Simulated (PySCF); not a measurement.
CH₄BF₃Si, SMILES C([Si](F)(F)F)B, CAM-B3LYP/def2-SVP optimised geometry.

```
10

B      1.39     0.30    -1.26
C      0.83    -0.42     0.00
Si    -1.01    -0.42     0.00
F     -1.61    -1.16    -1.28
F     -1.59    -1.16     1.29
F     -1.60     1.07     0.00
H      1.61    -0.33    -2.27
H      1.61     1.48    -1.24
H      1.11     0.09     0.94
H      1.11    -1.48     0.05
```

Density from CAM-B3LYP/def2-TZVP (PySCF) at that geometry.

Minimum of the electron density along straight lines between bonded atoms, close to the bond critical point (lines longer than 1.1 times the sum of covalent radii, or with two minima, are not listed):

```tsv
bond	length / Å	ρ at the minimum / e bohr⁻³	∇²ρ there / e bohr⁻⁵	position (fraction from the first atom)
B1–C2	1.553	0.188	-0.25	0.33
C2–Si3	1.833	0.132	0.15	0.60
Si3–F4	1.599	0.141	0.97	0.42
Si3–F5	1.600	0.141	0.96	0.42
Si3–F6	1.599	0.141	0.97	0.42
B1–H7	1.205	0.186	-0.45	0.44
B1–H8	1.205	0.186	-0.45	0.44
C2–H9	1.103	0.264	-0.86	0.64
C2–H10	1.103	0.264	-0.86	0.64
```
